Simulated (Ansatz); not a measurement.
Steps of a relaxation of `O[SiH2]S[Si](F)(Cl)Cl` with RKS PBE0-D4/def2-TZVP.

```sh
$ ansatz run in.yaml --threads 2 --pin off --events-out ev --progress --plain --max-ram 32768MiB --backend cuda --devices 0, --max-vram 18GiB
```

```yaml
crystal:
  periodic: [false, false, false]
  atoms:
    - {symbol: O, position_ang: [0.240620, 1.377920, 1.559020]}
    - {symbol: Si, position_ang: [1.097140, 1.255510, 0.206200]}
    - {symbol: S, position_ang: [-0.190280, 0.594820, -1.451240]}
    - {symbol: Si, position_ang: [-0.909300, -1.261680, -0.750340]}
    - {symbol: F, position_ang: [-1.259010, -1.071330, 0.829840]}
    - {symbol: Cl, position_ang: [-2.620370, -1.772420, -1.630610]}
    - {symbol: Cl, position_ang: [0.444600, -2.742170, -0.747640]}
    - {symbol: H, position_ang: [-0.406200, 0.743630, 1.865710]}
    - {symbol: H, position_ang: [1.439390, 2.605510, -0.177280]}
    - {symbol: H, position_ang: [2.163410, 0.270200, 0.296340]}
basis:
  gaussian: {orbitals: def2-TZVP}
hamiltonian: {xc: pbe0, dispersion: d4}
relax: {f_tol: 0.005, max_steps: 150}
```

Positions (Å) and forces (eV/Å) along the path, 13 of 17 steps:

```xyz
10
step=1 energy=-56437.1743 eV
O     0.241    1.378    1.559   -0.186    0.355    0.766
Si    1.097    1.256    0.206   -1.069   -0.754   -0.565
S    -0.190    0.595   -1.451   -0.015   -0.211   -0.005
Si   -0.909   -1.262   -0.750    0.295    1.120    1.464
F    -1.259   -1.071    0.830    0.126   -0.114   -0.753
Cl   -2.620   -1.772   -1.631   -0.357   -0.184   -0.397
Cl    0.445   -2.742   -0.748    0.221   -0.335   -0.183
H    -0.406    0.744    1.866    0.052   -0.197   -0.154
H     1.439    2.606   -0.177    0.418    0.480   -0.225
H     2.163    0.270    0.296    0.516   -0.161    0.051
10
step=2 energy=-56437.2561 eV
O     0.232    1.381    1.586   -0.290    0.093    0.320
Si    1.009    1.192    0.181    0.076    0.264   -0.378
S    -0.240    0.616   -1.515    0.156   -0.207    0.576
Si   -0.872   -1.201   -0.693   -0.403   -0.006    0.404
F    -1.269   -1.043    0.870    0.287   -0.025   -0.749
Cl   -2.544   -1.757   -1.680   -0.105   -0.094   -0.013
Cl    0.470   -2.719   -0.764    0.035    0.123    0.052
H    -0.385    0.745    1.954    0.121   -0.067   -0.173
H     1.457    2.530   -0.232    0.117    0.112   -0.019
H     2.143    0.255    0.293    0.006   -0.193   -0.020
10
step=3 energy=-56437.2994 eV
O     0.216    1.387    1.575   -0.112    0.215    0.249
Si    1.030    1.223    0.184   -0.024   -0.090   -0.160
S    -0.230    0.606   -1.482    0.013   -0.009    0.156
Si   -0.898   -1.214   -0.703   -0.158    0.011    0.391
F    -1.260   -1.049    0.858    0.086   -0.049   -0.481
Cl   -2.582   -1.792   -1.669    0.091    0.027    0.046
Cl    0.472   -2.707   -0.766   -0.004    0.032   -0.011
H    -0.390    0.730    1.921    0.100   -0.086   -0.170
H     1.501    2.565   -0.211    0.018   -0.019   -0.021
H     2.141    0.251    0.294   -0.011   -0.032    0.001
10
step=4 energy=-56437.3098 eV
O     0.207    1.403    1.573   -0.052    0.207    0.194
Si    1.028    1.228    0.184    0.006   -0.117   -0.081
S    -0.234    0.607   -1.468   -0.023    0.056    0.015
Si   -0.903   -1.215   -0.701   -0.046   -0.035    0.146
F    -1.268   -1.056    0.848    0.022   -0.018   -0.135
Cl   -2.579   -1.799   -1.670    0.041    0.017    0.000
Cl    0.477   -2.698   -0.771    0.007    0.004   -0.008
H    -0.373    0.725    1.924    0.079   -0.075   -0.145
H     1.514    2.564   -0.219   -0.006   -0.046    0.001
H     2.130    0.241    0.299   -0.030    0.008    0.014
10
step=6 energy=-56437.3221 eV
O     0.210    1.450    1.590    0.044    0.123   -0.050
Si    1.018    1.226    0.194    0.056    0.041   -0.100
S    -0.270    0.626   -1.444   -0.009    0.041    0.015
Si   -0.903   -1.218   -0.698   -0.010   -0.016   -0.054
F    -1.269   -1.076    0.847    0.006    0.001    0.073
Cl   -2.568   -1.814   -1.674    0.008   -0.001   -0.013
Cl    0.501   -2.675   -0.791    0.015   -0.005    0.002
H    -0.350    0.733    1.887   -0.119   -0.131    0.116
H     1.544    2.537   -0.235    0.010   -0.010   -0.001
H     2.087    0.210    0.323    0.000   -0.042    0.011
10
step=7 energy=-56437.3248 eV
O     0.191    1.477    1.581   -0.025   -0.115   -0.021
Si    1.011    1.226    0.191    0.016    0.031    0.028
S    -0.279    0.632   -1.441   -0.043    0.018   -0.029
Si   -0.903   -1.217   -0.697    0.063   -0.035   -0.123
F    -1.256   -1.089    0.849   -0.032    0.014    0.108
Cl   -2.562   -1.814   -1.681   -0.007   -0.003    0.009
Cl    0.510   -2.667   -0.804    0.001    0.002   -0.002
H    -0.329    0.739    1.914    0.048    0.107   -0.004
H     1.558    2.526   -0.248    0.005   -0.030    0.019
H     2.059    0.186    0.337   -0.027    0.011    0.015
10
step=9 energy=-56437.3289 eV
O     0.179    1.540    1.574   -0.093   -0.152    0.034
Si    0.987    1.207    0.193   -0.044    0.035    0.068
S    -0.320    0.658   -1.446    0.023   -0.040    0.061
Si   -0.882   -1.219   -0.721   -0.002    0.007    0.109
F    -1.196   -1.115    0.843    0.028   -0.011   -0.111
Cl   -2.560   -1.838   -1.658   -0.018   -0.014   -0.010
Cl    0.554   -2.641   -0.886   -0.017    0.019   -0.010
H    -0.335    0.831    1.978    0.126    0.157   -0.124
H     1.608    2.467   -0.262    0.023   -0.020    0.014
H     1.966    0.109    0.385   -0.026    0.020   -0.030
10
step=10 energy=-56437.3290 eV
O     0.169    1.585    1.570    0.007   -0.095   -0.056
Si    0.983    1.213    0.201   -0.069   -0.093    0.107
S    -0.344    0.673   -1.428   -0.018    0.003   -0.002
Si   -0.876   -1.223   -0.725    0.050    0.000    0.191
F    -1.151   -1.145    0.850    0.022   -0.006   -0.185
Cl   -2.566   -1.867   -1.628    0.016    0.040    0.004
Cl    0.578   -2.619   -0.951   -0.030    0.015   -0.005
H    -0.365    0.885    1.961    0.068    0.095   -0.052
H     1.671    2.440   -0.250   -0.032   -0.059    0.002
H     1.900    0.059    0.400   -0.014    0.099   -0.005
10
step=11 energy=-56437.3316 eV
O     0.169    1.578    1.571   -0.015   -0.071   -0.029
Si    0.979    1.208    0.201    0.008   -0.010    0.035
S    -0.341    0.666   -1.430    0.027    0.002    0.034
Si   -0.870   -1.227   -0.720   -0.008    0.006    0.082
F    -1.149   -1.148    0.851    0.023   -0.008   -0.106
Cl   -2.566   -1.842   -1.632    0.003   -0.011    0.009
Cl    0.572   -2.635   -0.947   -0.025    0.018   -0.001
H    -0.371    0.883    1.961    0.045    0.062   -0.029
H     1.656    2.439   -0.255   -0.024   -0.022    0.005
H     1.921    0.078    0.399   -0.033    0.034    0.001
10
step=12 energy=-56437.3321 eV
O     0.169    1.583    1.572   -0.018   -0.051   -0.016
Si    0.980    1.207    0.205    0.012    0.014    0.012
S    -0.335    0.664   -1.428    0.010   -0.004    0.016
Si   -0.871   -1.229   -0.724   -0.003   -0.007    0.059
F    -1.144   -1.153    0.847    0.009    0.001   -0.057
Cl   -2.569   -1.844   -1.630   -0.002    0.004    0.003
Cl    0.565   -2.639   -0.957   -0.001    0.004   -0.006
H    -0.371    0.891    1.964    0.028    0.039   -0.015
H     1.651    2.437   -0.259   -0.009   -0.011    0.007
H     1.926    0.083    0.410   -0.028    0.012   -0.002
10
step=13 energy=-56437.3325 eV
O     0.164    1.594    1.569   -0.006   -0.022   -0.011
Si    0.977    1.205    0.208    0.005    0.018   -0.003
S    -0.336    0.663   -1.426    0.006   -0.003    0.001
Si   -0.866   -1.232   -0.726   -0.004    0.000    0.032
F    -1.126   -1.161    0.846    0.003   -0.002   -0.023
Cl   -2.573   -1.841   -1.620    0.001   -0.001    0.002
Cl    0.568   -2.641   -0.978   -0.001   -0.001   -0.006
H    -0.378    0.908    1.967    0.008    0.013    0.001
H     1.657    2.429   -0.261    0.000   -0.007    0.009
H     1.912    0.075    0.422   -0.012    0.004    0.000
10
step=14 energy=-56437.3327 eV
O     0.154    1.614    1.563    0.007    0.007   -0.010
Si    0.972    1.204    0.211    0.001    0.014    0.000
S    -0.337    0.665   -1.425    0.002   -0.005   -0.007
Si   -0.857   -1.235   -0.730   -0.008   -0.012   -0.002
F    -1.095   -1.174    0.846    0.003    0.000   -0.001
Cl   -2.577   -1.840   -1.602   -0.001    0.004    0.002
Cl    0.570   -2.645   -1.016    0.001    0.008    0.001
H    -0.388    0.936    1.971   -0.009   -0.011    0.011
H     1.672    2.414   -0.259    0.001   -0.005    0.004
H     1.887    0.061    0.441    0.002   -0.001    0.000
10
step=17 energy=-56437.3328 eV
O     0.149    1.616    1.560   -0.001   -0.001    0.000
Si    0.971    1.204    0.212   -0.002    0.002    0.002
S    -0.333    0.662   -1.429    0.001   -0.002    0.000
Si   -0.856   -1.236   -0.731    0.000    0.001   -0.004
F    -1.087   -1.175    0.846    0.000    0.000    0.003
Cl   -2.581   -1.836   -1.596   -0.001    0.000    0.000
Cl    0.569   -2.647   -1.023    0.000    0.000    0.000
H    -0.390    0.937    1.972    0.002    0.000   -0.001
H     1.673    2.414   -0.257    0.001    0.001    0.000
H     1.885    0.062    0.446    0.001   -0.001    0.000
```

Run time 110 s (2 threads of an AMD EPYC 7R13 on a shared host and a share of an NVIDIA H100 80 GB); peak host memory 0.96 GiB.
